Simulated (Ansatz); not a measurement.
Reaction (ligand exchange at a B–N bond): `BN=C=N` + `C=C(N)O` → `BOC(=C)N` + `N=C=N`

Computed with Ansatz on PBE0-D4/def2-TZVP structures; ΔE is electronic, products minus reactants. CCSD(T)/CBS adds triple-zeta CCSD(T) − MP2 to the extrapolated MP2 energy (def2 sets, frozen cores). This one scheme is used for every species. One conformer a species, not always the lowest.

| species | CCSD/CBS(def2) energy (Eh) |
| --- | --- |
| `BN=C=N` | -174.00456 |
| `C=C(N)O` | -208.93459 |
| `BOC(=C)N` | -234.34903 |
| `N=C=N` | -148.59378 |

Question: Work out ΔE.

Answer: ΔE = (-234.34903) + (-148.59378) − (-174.00456) − (-208.93459) = -0.00366 Eh = -9.6 kJ/mol. CCSD(T)/CBS gives -11.2 kJ/mol.

Largest T1 diagnostic among the species: 0.017.

In def2-TZVPP, CCSD(T) changes the Hartree–Fock value by −10.7 kJ/mol (the triples alone add −1.6 kJ/mol) and MP2 by −5.2 kJ/mol.
